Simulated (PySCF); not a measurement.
## MI for M along the alkali metals

r²SCAN with double-zeta basis sets in PySCF, for the lowest determinant that a PBE0 search found; no spin–orbit coupling. De refers to high-spin ground-configuration atoms. A positive dipole means M(−)I(+).

```json
{"M": "Li", "basis": "def2-SVP", "state (unpaired electrons)": "singlet (closed shell)", "Re (Å)": "2.400", "ωe (cm⁻¹)": "491", "De (eV)": "3.81", "μ (D)": "-7.47"}
{"M": "Na", "basis": "def2-SVP", "state (unpaired electrons)": "singlet (closed shell)", "Re (Å)": "2.730", "ωe (cm⁻¹)": "252", "De (eV)": "3.37", "μ (D)": "-9.18"}
{"M": "Rb", "basis": "def2-SVP", "state (unpaired electrons)": "singlet (closed shell)", "Re (Å)": "3.246", "ωe (cm⁻¹)": "136", "De (eV)": "3.49", "μ (D)": "-12.07"}
{"M": "Cs", "basis": "def2-SVP", "state (unpaired electrons)": "singlet (closed shell)", "Re (Å)": "3.403", "ωe (cm⁻¹)": "117", "De (eV)": "3.62", "μ (D)": "-12.08"}
```

Problem. The row for M = K is missing. Estimate Re, ωe and De as the mean of the rows for Na and Rb, and compare with the calculation.

Solution. The means are 2.988 Å, 194 cm⁻¹ and 3.43 eV. r²SCAN in def2-SVP gives KI as a singlet (closed shell) with Re = 3.086 Å, ωe = 183 cm⁻¹, De = 3.51 eV, so the estimate is off by -9.8 pm, +6 % and -0.08 eV.

These are scalar-relativistic numbers at best; spin–orbit coupling would shift them, the dissociation energy most.
